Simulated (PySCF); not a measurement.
C4H8BN, SMILES NB1CC=CC1.

The structure is a stationary point at PBE0-D3(BJ)/def2-SVP. The structure was generated by enumeration, and PubChem lists no compound with its InChIKey, so it may never have been made. Other conformers were not sampled.

All values below come from CAM-B3LYP/def2-TZVP run with PySCF.

Isolated molecule, no solvent.

Computed frontier levels, gap, dipole moment and polarisability:
| Quantity | Value |
|---|---|
| highest occupied level | -7.91 eV |
| lowest empty level | 1.56 eV |
| orbital gap | 9.47 eV |
| dipole moment | 1.93 D |
| quadrupole, principal values (traceless, Buckingham form, about the centre of nuclear charge) | -5.72, 0.30, 5.41 D·Å |
| mean static polarisability | 65.0 bohr³ (9.64 Å³) |
| polarisability, principal values | 48.1, 72.5, 74.5 bohr³ |
